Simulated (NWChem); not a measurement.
## Spin states of InO

SMILES: [O]=[In]
```xyz
2

In     0.0000     0.0000     0.2729
O      0.0000     0.0000    -1.6713
```
Charge 0, spin multiplicity 2.

Everything below was run with NWChem. The geometry was optimised at UPBE/def2-SVP with def2 effective core potentials on In, a minimum by its harmonic frequencies.

Basis set: def2-TZVP. The gap is E(quartet) − E(doublet) at the geometry of the doublet, so a negative value puts the higher spin lower. Open shells are unrestricted. The quartet is the single determinant that the SCF runs reached; it need not be the lowest quartet, which in molecules with degenerate π orbitals can need several determinants.

Costs are rough ratios of processor time within this set of runs, SCF included, with B3LYP as 1.

Effective core potentials replace the inner electrons of In; spin-orbit coupling is left out. The correlated methods keep 5 core orbitals frozen. B3LYP has NWChem's definition, with VWN1-RPA local correlation. The structure started from a generated list of species. The unpaired electrons of the parent sit in orbitals of symmetry a1 (C2v labels of the run); other states weren't searched. The stability of the SCF solutions was not checked. Open-shell Hartree-Fock references start from PBE0 orbitals; any time given for them includes that run.

```
method  vertical doublet-quartet gap (kcal/mol)  relative cost
------  ---------------------------------------  -------------
B3LYP                                      78.7              1
PBE                                           …        under 3
HF                                         42.4        under 3
TPSS                                       77.5        under 3
B2PLYP                                     77.5        under 3
BP86                                       82.7        under 3
MP2                                           …        under 3
```

**Question.** Some entries are withheld; supply them.

**Answer.** 
- PBE, vertical doublet-quartet gap (kcal/mol): 81.8
- MP2, vertical doublet-quartet gap (kcal/mol): 72.8
